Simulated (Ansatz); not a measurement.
Results of the Gaussian-basis code of Ansatz.

A structure relaxed at PBE0-D4/def2-TZVP, charge 0, multiplicity 1:

```csv
atom,x (Å),y (Å),z (Å)
O1,1.224,-0.620,-0.476
C2,0.271,0.246,-0.072
F3,0.859,1.320,0.547
Cl4,-0.570,0.989,-1.551
Zn5,-1.228,-0.580,0.928
H6,1.864,-0.162,-1.041
H7,-2.420,-1.193,1.665
```

Problem. Give its formula and SMILES.

Solution. CH2ClFOZn, `O[C](F)(Cl)[ZnH]`.

Problem. Summarise the bond lengths by kind.

Solution. 1 × C–O 1.350 Å; 1 × H–O 0.969 Å; 1 × C–F 1.372 Å; 1 × C–Cl 1.856 Å; 1 × C–Zn 1.982 Å; 1 × H–Zn 1.530 Å.
